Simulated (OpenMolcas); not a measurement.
## Lines of S: computed and rescaled rates

```
Program             : OpenMolcas 26.06
Method              : SS-CASPT2, IPEA 0.25 Eh, imaginary shift 0.1 Eh (closed shells correlated: 2s 2p)
Basis               : ANO-RCC [8s7p5d4f2g]
Scalar Hamiltonian  : DKH2, point nucleus
Active space        : 6 electrons in 8 orbitals (3s 3p 4s 4p)
State averaging     : 2S+1 = 3 even, 3 roots; 2S+1 = 1 even, 6 roots; 2S+1 = 3 odd, 3 roots (0 in the spin-orbit step)
Spin-orbit coupling : state interaction with AMFI integrals over the reference wave functions, term energies averaged over their components
```

Rates come from the transition moments of the reference wave functions (E1 and E2 in the length form). At fixed line strength A goes as λ^-3 for E1 and M1 and as λ^-5 for E2, so a rate at the computed wavelength can be rescaled to the measured one. Measured vacuum wavelengths follow from level energies in NIST Handbook of Basic Atomic Spectroscopic Data. Branching counts decays inside the model space alone, at computed energies, and the table is only a selection of the E2 and M1 lines, drawn from those between levels with measured partners whose computed energy lies within a factor of 1.5 of the measured one.

| Upper | Lower | Type | λ computed (nm) | λ measured (nm) | A computed (s-1) | A rescaled (s-1) | Branching % |
| --- | --- | --- | --- | --- | --- | --- | --- |
| 3s2 3p4 1S0 | 3s2 3p4 1D2 | E2 | 774.1 | 772.7 | 1.75e+00 | 1.77e+00 | 84.4 |
| 3s2 3p4 1S0 | 3s2 3p4 3P1 | M1 | 454 | 459.1 | 3.17e-01 |  | 15.3 |
| 3s2 3p4 1D2 | 3s2 3p4 3P2 | M1 | 1056 | 1082 | 2.57e-02 |  | 76.5 |
| 3s2 3p4 1D2 | 3s2 3p4 3P1 | M1 | 1098 | 1131 | 7.63e-03 |  | 22.7 |
| 3s2 3p4 3P1 | 3s2 3p4 3P2 | M1 | 27840 | 25250 | 1.05e-03 | 1.41e-03 | 100.0 |
| 3s2 3p4 3P0 | 3s2 3p4 3P1 | M1 | 60940 | 56310 | 2.39e-04 | 3.03e-04 | 100.0 |
| 3s2 3p4 1D2 | 3s2 3p4 3P2 | E2 | 1056 | 1082 | 2.30e-04 |  | 0.7 |

Spin-changing lines and M1 lines between different terms are not rescaled, since their strength hangs on the term gaps too.

The largest correction is for 3s2 3p4 3P1 → 3s2 3p4 3P2 (M1): 1.05e-03 × (27840 / 25250)^3 = 1.41e-03 s-1, a factor of 1.34.

No measured rate stands beside these. Rescaling mends the energy factor alone: line strengths can still be far off where a level mixes with configurations outside the active space, and weak or spin-changing lines hang on small mixing coefficients that depend on the term gaps too, so rescaling need not improve them.

CASPT2 breaks the degeneracy within a term, and the mean is taken; among the terms shown or strongly mixed into the levels shown the widest spread is 64 cm-1 (3s2 3p4 1D). Active for correlation alone: 4p 4s; no level in the range computed is led by a configuration that fills them, so any true level of that kind is missing. No level of 3s 3p5 was computed, though it lies in the active space. Measured partners are found by configuration, term and J. A level has none where our copy of the source lacks it or the pairing is in doubt (some pairs that miss far off the trend of their configuration count as doubtful). Only configurations of the active space appear.
